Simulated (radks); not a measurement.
All-electron atom: Se XI in [Ar] 3d6 (the NIST ground configuration).

All-electron calculation, scalar-relativistic Kohn-Sham, exchange-only LDA, spin-polarised, spherical densities, point nucleus; open shells are filled with parallel spins first. Program: a radial shooting solver on a logarithmic mesh with Libxc functionals.

Energy parts (eV):
total: -64892.246
kinetic: 66277.511
electron-nucleus: -150759.279
Hartree: 21614.145
exchange: -2024.623

Orbitals (lengths in bohr, moments of r in powers of bohr; r(max) is where P^2 peaks):
| orbital | occ. | eigenvalue (eV) | <r^2> | <r> | r(max) |
|---|---|---|---|---|---|
| 1s up | 1 | -12731.18 | 0.002623 | 0.04414 | 0.02884 |
| 1s down | 1 | -12731.09 | 0.002623 | 0.04414 | 0.02884 |
| 2s up | 1 | -1856.706 | 0.04536 | 0.1962 | 0.1648 |
| 2s down | 1 | -1851.218 | 0.04521 | 0.1959 | 0.1646 |
| 2p up | 3 | -1664.499 | 0.03589 | 0.1712 | 0.1318 |
| 2p down | 3 | -1660.291 | 0.03573 | 0.1709 | 0.1317 |
| 3s up | 1 | -441.1364 | 0.3446 | 0.5488 | 0.4918 |
| 3s down | 1 | -433.1375 | 0.3477 | 0.5513 | 0.4928 |
| 3p up | 3 | -380.1946 | 0.3540 | 0.5522 | 0.4853 |
| 3p down | 3 | -372.2259 | 0.3584 | 0.5554 | 0.4867 |
| 3d up | 5 | -280.9032 | 0.3436 | 0.5364 | 0.4209 |
| 3d down | 1 | -272.3633 | 0.3522 | 0.5423 | 0.4236 |

The highest occupied level is 3d down at -272.36 eV. For comparison, the ionisation energy in NIST's Atomic Spectra Database is 291 eV (theoretical). In exact Kohn-Sham theory the highest level is minus the ionisation energy, but local and semilocal functionals leave it too shallow, through self-interaction and a potential that decays too fast; potentials with the right tail come closer. The density falls to 0.001 e/bohr^3 at r = 1.68 bohr. Spin moment in Bohr magnetons: 4. Summed over all electrons, <r^2> = 5.210 bohr^2, which gives a Langevin (diamagnetic) susceptibility term of -4.13 x 10^-6 cm^3/mol.
